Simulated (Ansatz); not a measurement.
Two isomers of C2H7AsSi: A = `C[As]1C[SiH2]1`, B = `C=C[SiH2][AsH2]`.

Isolated molecules relaxed with PBE0-D4/def2-TZVP in Ansatz; ΔE leaves out vibrations. CCSD(T)/CBS adds triple-zeta CCSD(T) − MP2 to the extrapolated MP2 energy (def2 sets, frozen cores). DFT in def2-TZVPP. B3LYP here is the variant with VWN-RPA as its local correlation; programs differ in this. For As outer-core shells are correlated without core-valence functions, which leaves a few kJ/mol of doubt a bond. Scalar relativity is left out up to krypton. One conformer a species, not always the lowest.

(1) Which isomer does CCSD(T)/CBS put lower? Give the gap. (An estimate is asked.)

(2) Give E(B) − E(A) in kJ/mol with B2PLYP, B3LYP-D4, r2SCAN-D4, MP2/def2-TZVPP, PBE-D4, HF/def2-TZVPP, CCSD(T)/def2-TZVPP. (Estimate.)

Largest T1 diagnostic: 0.012.

Answers

(1) The calculation gave: A, by 13.1 kJ/mol.

(2) Computed: B2PLYP 7.9, B3LYP-D4 1.5, r2SCAN-D4 19.0, MP2/def2-TZVPP 29.1, PBE-D4 21.8, HF/def2-TZVPP -27.5, CCSD(T)/def2-TZVPP 12.5. The order is the other way round with HF/def2-TZVPP.

In def2-TZVPP, CCSD(T) changes the Hartree–Fock value by +40.0 kJ/mol (the triples alone add +5.0 kJ/mol) and MP2 by +56.6 kJ/mol.
